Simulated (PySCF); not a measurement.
# Aluminium: a sound run and one with changed settings

Sound run: Al²⁺ [Ne] 3s1, Al³⁺ [Ne]. Calculation: PySCF 2.14, in aug-cc-pV(D+d)Z (5s4p3d, 32 functions); no relativity, point nucleus. The sound run starts from symmetry-adapted Hartree-Fock orbitals and uses a fine grid where one is needed.

Changed run: radial step 0.5 in ln r (0.13 in the sound run). This setting is unsound on purpose.

| species | method | sound run (hartree) | changed run (hartree) | converged |
| --- | --- | --- | --- | --- |
| Al²⁺ | UHF | -241.02368 | -241.02368 | yes |
| Al²⁺ | r2SCAN | -241.42431 | -241.43068 | yes |
| Al²⁺ | B3LYP | -241.46556 | -241.46948 | yes |
| Al³⁺ | UHF | -239.99432 | -239.99432 | yes |
| Al³⁺ | r2SCAN | -240.38377 | -240.39516 | yes |
| Al³⁺ | B3LYP | -240.40202 | -240.40480 | yes |

Ionisation energy of Al²⁺:

| method | sound run (eV) | changed run (eV) |
| --- | --- | --- |
| UHF | 28.010 | 28.010 |
| r2SCAN | 28.315 | 28.178 |
| B3LYP | 28.940 | 28.971 |

A coarse radial grid mis-integrates the density and the exchange-correlation energy, with errors of either sign; Hartree-Fock needs no grid.

For comparison, NIST gives 28.448 eV between the lowest levels.
